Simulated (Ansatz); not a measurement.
`C#C[SiH2]C#C` at its PBE0-D4/def2-TZVP geometry, where that method's forces vanish. The species carries charge 0 and has multiplicity 1.

```xyz
9

C    -0.1449   -2.5653   -0.4249
C    -0.3993   -1.4356   -0.0901
Si   -0.8046    0.2640    0.4236
C     0.5712    1.3792   -0.0008
C     1.4742    2.1291   -0.2752
H     0.0829   -3.5635   -0.7221
H    -2.0304    0.7081   -0.2796
H    -1.0235    0.2939    1.8883
H     2.2744    2.7900   -0.5191
```

(1) What forces (eV/Å) does PBE-D4/def2-TZVPP give on these atoms in Ansatz? (Estimate.)

Results:

(1) Computed: 
```
C1   0.195 -0.869 -0.257
C2  -0.224  0.944  0.286
Si3  0.074 -0.024 -0.038
C4  -0.764 -0.620  0.234
C5   0.694  0.577 -0.211
H6   0.046 -0.199 -0.060
H7  -0.146  0.054 -0.073
H8  -0.035  0.005  0.169
H9   0.160  0.131 -0.049
```
